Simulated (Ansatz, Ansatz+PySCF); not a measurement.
```xyz
2

Si    0.0000    0.0000    0.0000
Si    0.0000    0.0000    2.2460
```

Basis set: def2-SVP (spherical functions). Correlated methods keep 10 orbitals frozen. Correlation on ROHF uses semicanonical orbitals with singles. Charge 0, multiplicity 3.

Computed with Ansatz (development build ahead of 0.2.0); each method stands on the lowest determinant of its kind that the runs found.

The atomization energy at this shape (free ground-state atoms in the same class of orbitals less the molecule, no zero-point energy) of triplet Si2:

```csv
method,atomization energy
ROHF-CCSD(T),2.74 eV
ROHF-MP2,2.75 eV
UHF-MP2,2.71 eV
UHF,1.67 eV
```

Problem. What does ROHF give?

Solution. 1.75 eV. Caution for ROHF-CCSD(T), ROHF-MP2, UHF-MP2: a plain start can end on a higher determinant.
